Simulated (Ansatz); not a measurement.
Relaxation of AsF₂H₆NSi (11 atoms, charge 0, multiplicity 1), to a largest force component of 0.03 eV/Å in at most 50 steps.

All numbers below come from Ansatz, RKS r2SCAN/def2-SVP.

```xyz
11
Properties=species:S:1:pos:R:3:forces:R:3
Si -1.168 -0.581 -0.161 -0.30 -0.38 0.32
N 1.529 0.250 1.181 0.20 0.04 -0.02
F -2.629 -1.118 -0.622 0.05 0.00 0.01
F -0.274 -1.922 0.050 -0.03 0.04 0.00
H -1.400 0.094 1.135 0.00 0.01 0.01
H 1.182 0.720 0.347 0.10 0.00 0.16
As -0.390 0.631 -1.976 0.01 0.27 -0.60
H 0.890 0.448 1.946 -0.06 0.00 0.05
H 1.505 -0.753 1.005 -0.01 0.01 0.00
H -0.321 1.916 -1.164 0.02 0.04 0.02
H 1.076 0.314 -1.742 0.02 -0.03 0.06
```

Problem. Where does it end, and by what steps?

Solution. The run converged. The force dipped under the threshold on the way, but the program's further checks kept it going. After 24 steps the energy has fallen by 0.111 eV; H10 moved furthest, 1.20 Å.

| step | energy less start (eV) | largest force component (eV/Å) | accepted |
| --- | --- | --- | --- |
| 0 | 0.0000 | 0.600 | yes |
| 1 | -0.0560 | 0.236 | yes |
| 2 | -0.0672 | 0.307 | yes |
| 3 | -0.0303 | 1.231 | no |
| 4 | -0.0747 | 0.063 | yes |
| 5 | -0.0755 | 0.047 | yes |
| 6 | -0.0759 | 0.058 | yes |
| 7 | -0.0776 | 0.060 | yes |
| 8 | -0.0774 | 0.195 | no |
| 9 | -0.0792 | 0.073 | yes |
| 10 | -0.0837 | 0.059 | yes |
| 11 | -0.0867 | 0.199 | yes |
| 12 | -0.0898 | 0.184 | yes |
| 13 | -0.0926 | 0.315 | yes |
| 14 | -0.0976 | 0.225 | yes |
| 15 | -0.0999 | 0.326 | yes |
| 16 | -0.0903 | 0.531 | no |
| 17 | -0.1081 | 0.070 | yes |
| 18 | -0.1090 | 0.063 | yes |
| 19 | -0.1095 | 0.030 | yes |
| 20 | -0.1095 | 0.056 | yes |
| 21 | -0.1099 | 0.043 | yes |
| 22 | -0.1102 | 0.016 | yes |
| 23 | -0.1103 | 0.072 | yes |
| 24 | -0.1105 | 0.025 | yes |

```xyz
11
Properties=species:S:1:pos:R:3
Si -1.233 -0.472 -0.215
N 1.783 0.014 1.478
F -2.737 -0.955 -0.572
F -0.427 -1.800 0.253
H -1.336 0.443 0.947
H 1.516 0.900 1.048
As -0.278 0.322 -2.205
H 0.985 -0.295 2.034
H 1.874 -0.669 0.725
H -1.056 1.626 -2.062
H 0.909 0.885 -1.431
```

Time of the run: 110 s on 4 threads of Arm Neoverse N1 (shared host), peak memory 0.21 GiB.
